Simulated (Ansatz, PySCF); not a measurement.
Complex: HCl (SMILES Cl) (first 2 atoms) with C2H2 (SMILES C#C); geometry from B3LYP-D3(BJ)/def2-TZVP, rigid monomers moved along the line of their centres of mass till H2···C4 is 3.32 Å.
(charge 0, multiplicity 1):
```xyz
6

Cl    -0.118     0.538    -0.467
H     -0.124     0.344     0.811
C     -0.555    -0.563     3.979
C      0.291     0.275     4.106
H     -1.306    -1.307     3.871
H      1.043     1.019     4.223
```

Monomers are frozen at their geometry in the pair; levels with a basis set take the counterpoise correction. Rows marked so take none.

Correlated levels freeze the cores. CBS: X⁻³ extrapolation of the correlation energy, Hartree–Fock from the larger set. Rows in 6-311+G** carry no dispersion term and start afresh at each structure.

The values were computed with Ansatz (a first-principles code) with Gaussian orbitals; PySCF for 6-311+G** rows, the dispersion terms. Values without a source in brackets are computed.

Q: What interaction energy does B3LYP/6-311+G** (no counterpoise) give?

A: -1.3 kcal/mol
